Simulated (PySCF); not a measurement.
## GaS⁺: one state, many levels of theory

State: ³Σ⁻ (triplet), unpaired electrons π ↑↑. Set-up: PySCF, no relativity, basis sets Ga pcseg-1, S pcseg-1. De refers to Ga⁺ + S in their high-spin ground configurations, without counterpoise correction. The functionals are run spin-unrestricted. A positive dipole points towards S; it is taken about the centre of mass and depends on that origin.

```json
{"Level": "UHF", "Re (Å)": "3.202", "ωe (cm⁻¹)": "97.1", "De (eV)": "0.321", "μ (D)": "-2.49", "CPU s a point (SCF and correlation, without the integrals)": "0.097"}
{"Level": "UHF-MP2", "Re (Å)": "3.032", "ωe (cm⁻¹)": "123", "De (eV)": "0.463", "μ (D)": "n/a", "CPU s a point (SCF and correlation, without the integrals)": "0.16"}
{"Level": "UHF-SCS-MP2", "Re (Å)": "3.063", "ωe (cm⁻¹)": "119", "De (eV)": "0.437", "μ (D)": "n/a", "CPU s a point (SCF and correlation, without the integrals)": "n/a"}
{"Level": "UHF-CCSD", "Re (Å)": "3.046", "ωe (cm⁻¹)": "121", "De (eV)": "0.454", "μ (D)": "n/a", "CPU s a point (SCF and correlation, without the integrals)": "n/a"}
{"Level": "UHF-CCSD(T)", "Re (Å)": "3.024", "ωe (cm⁻¹)": "125", "De (eV)": "0.483", "μ (D)": "n/a", "CPU s a point (SCF and correlation, without the integrals)": "2.1"}
{"Level": "LDA", "Re (Å)": "2.826", "ωe (cm⁻¹)": "168", "De (eV)": "0.89", "μ (D)": "-0.29", "CPU s a point (SCF and correlation, without the integrals)": "0.34"}
{"Level": "PBE", "Re (Å)": "2.938", "ωe (cm⁻¹)": "145", "De (eV)": "0.69", "μ (D)": "-0.74", "CPU s a point (SCF and correlation, without the integrals)": "0.54"}
{"Level": "PBEsol", "Re (Å)": "2.877", "ωe (cm⁻¹)": "157", "De (eV)": "0.77", "μ (D)": "-0.49", "CPU s a point (SCF and correlation, without the integrals)": "0.39"}
{"Level": "r²SCAN", "Re (Å)": "2.902", "ωe (cm⁻¹)": "148", "De (eV)": "0.67", "μ (D)": "-0.65", "CPU s a point (SCF and correlation, without the integrals)": "0.76"}
{"Level": "r²SCANh", "Re (Å)": "2.907", "ωe (cm⁻¹)": "147", "De (eV)": "0.64", "μ (D)": "-0.76", "CPU s a point (SCF and correlation, without the integrals)": "0.8"}
{"Level": "PBE0", "Re (Å)": "2.937", "ωe (cm⁻¹)": "143", "De (eV)": "0.60", "μ (D)": "-1.01", "CPU s a point (SCF and correlation, without the integrals)": "0.86"}
```

Task: Which functional lies closest to UHF-CCSD(T) in De, which farthest, and by how much do they differ from it?

Result: Closest is PBE0 (-8.7 pm in Re, +14.4 % in ωe, +0.12 eV in De against UHF-CCSD(T) in the same basis), farthest LDA (-19.8 pm in Re, +34.4 % in ωe, +0.41 eV in De). CCSD(T) converges more slowly with the basis than the functionals do and binds too weakly in this one, so the order can change at the basis-set limit.

Task: What does the step from GGA to meta-GGA do here, going from PBE to r²SCAN?

Result: r²SCAN less PBE: -3.6 pm in Re, +2.1 % in ωe, -0.02 eV in De. 

Task: What does all correlation do here, going from UHF to UHF-CCSD(T)?

Result: UHF-CCSD(T) less UHF: -17.8 pm in Re, +28.7 % in ωe, +0.16 eV in De. Correlation nearly always deepens the well. The bond shortens, as in weak, metallic or heavy-atom bonds, where dispersion and the correlation of outer-core electrons pull the atoms together.

Correlated steps freeze 14 core orbitals. Correlated levels converge slowly with the basis: in double zeta they bind strong bonds too weakly, by up to about 1 eV, and carry superposition errors of some tenths. Spin–orbit coupling is left out. For an ion De counts to the pair picked by the measured ionisation energies or electron affinities, which need not be the lowest pair at this level. The state was picked by a PBE0 search and need not be the measured ground state.

The whole job (state search and all levels along the bond) took about 1.7 min on 1 thread of Arm Neoverse V1 (shared host), peak memory 0.54 GiB.
